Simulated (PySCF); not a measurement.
**Telling isomers of C$_{5}$H$_{9}$NSi$_{2}$ apart by NMR**

How the numbers were obtained: GFN2-xTB geometry, NMR shieldings at PBE0/pcSseg-1/GIAO, in PySCF 2.14 (isolated molecule, rapidly exchanging positions averaged, a single conformation, non-relativistic Hamiltonian).

Referencing at the same level of theory: TMS for ¹H and ¹³C. Where no couplings were computed, multiplicities follow the n + 1 count of equivalent neighbours, and m marks all less simple cases (inequivalent or close neighbours, rings, F or P nearby). Shifts are as computed. Against solution values, carbons near 30 ppm lie about +3 ppm off and those near 130 ppm about +5 ppm. Of 1211 compounds with measured shifts, 218 miss one by over three times the rms of a fit or turn the order of signals round; such compounds aren't used in these exercises.

(1) Tabulate the signals of `N#CC1=C(C[SiH3])C[SiH2]1`, `[SiH3][SiH2]c1ccccn1`, `[SiH3][SiH2]c1ccncc1` and their relative energies.

(2) What is the quickest way to tell N#CC1=C(C[SiH3])C[SiH2]1 from [SiH3][SiH2]c1ccncc1?

(3) What is the quickest way to tell N#CC1=C(C[SiH3])C[SiH2]1 from [SiH3][SiH2]c1ccccn1?

(4) What is the quickest way to tell [SiH3][SiH2]c1ccccn1 from [SiH3][SiH2]c1ccncc1?

Results:

(1) 
```tsv
SMILES	carbon types	δC	δH	E rel. (kcal/mol)
N#CC1=C(C[SiH3])C[SiH2]1	3×C 2×CH2	190.6, 120.5, 110.8, 24.7, 22.5	4.94 (m, 2H), 4.03 (t, 3H), 2.44 (q, 2H), 1.97 (m, 2H)	23.0
[SiH3][SiH2]c1ccccn1	1×C 4×CH	169.3, 155.5, 140.2, 136.4, 127.4	9.07 (d, 1H), 7.85 (m, 1H), 7.82 (m, 1H), 7.31 (m, 1H), 4.65 (q, 2H), 3.52 (t, 3H)	0.4
[SiH3][SiH2]c1ccncc1	1×C 4×CH	155.1, 147.2, 135.1	8.93 (d, 2H), 7.55 (d, 2H), 4.62 (q, 2H), 3.49 (t, 3H)	0.0
```

Energies are electronic energies at PBE0/pcSseg-1 on these geometries, without zero-point or thermal terms, each for the one conformer computed, which needn't be the lowest.

(2) Count the carbon signals: 5 against 3. The first has an allylic sp3 CH2 bonded to Si at 24.7 ppm, the second an aromatic CH next to a ring nitrogen at 155.1 ppm. Their most deshielded carbons lie at 190.6 and 155.1 ppm. In the proton spectra the most deshielded non-exchanging signals are 4.94 (m, 2H) and 8.93 (d, 2H).

(3) Both give the same number of carbon signals, but DEPT or the intensities differ. The first has an allylic sp3 CH2 bonded to Si at 24.7 ppm, the second an aromatic CH next to a ring nitrogen at 155.5 ppm. Their most deshielded carbons lie at 190.6 and 169.3 ppm. In the proton spectra the most deshielded non-exchanging signals are 4.94 (m, 2H) and 9.07 (d, 1H).

(4) Count the carbon signals: 5 against 3. The first has a substituted aromatic carbon next to a ring nitrogen (C) at 169.3 ppm, the second a substituted aromatic carbon (C) at 147.2 ppm. Their most deshielded carbons lie at 169.3 and 155.1 ppm.
